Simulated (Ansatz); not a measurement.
System: YO, charge 0, doublet. YO (SMILES [Y]=[O], doublet).
B3LYP-D3(BJ)/def2-TZVP minimum from Ansatz (a quantum-chemistry and plane-wave program):
```
O
Y 1 1.8018
```
Charge 0, spin multiplicity 2.

Total energies in def2-QZVPP, 9 correlated electrons, 5 frozen orbitals. UHF or UKS for unpaired electrons; spin-orbit terms are left out. Cores are frozen in correlated methods (noble-gas shells, and filled d and f shells in the p block). Past Kr the def2 sets carry scalar-relativistic core potentials.

```json
[
 {"method": "HF", "program": "Ansatz", "energy (Eh)": "-112.78823", "minus CCSDT(Q) (mEh)": "332.68"},
 {"method": "MP2", "program": "Ansatz", "energy (Eh)": "-113.12177", "minus CCSDT(Q) (mEh)": "-0.86"},
 {"method": "CCSD", "program": "Ansatz", "energy (Eh)": "-113.10076", "minus CCSDT(Q) (mEh)": "20.16"},
 {"method": "CCSD(T)", "program": "Ansatz", "energy (Eh)": "-113.12029", "minus CCSDT(Q) (mEh)": "0.63"},
 {"method": "CCSDT(Q)", "program": "Ansatz", "energy (Eh)": "-113.12092", "minus CCSDT(Q) (mEh)": "0.00"}
]
```

Rough core times of Ansatz's runs on a shared machine: CCSD(T) 3 min, CCSDT(Q) 50 min.
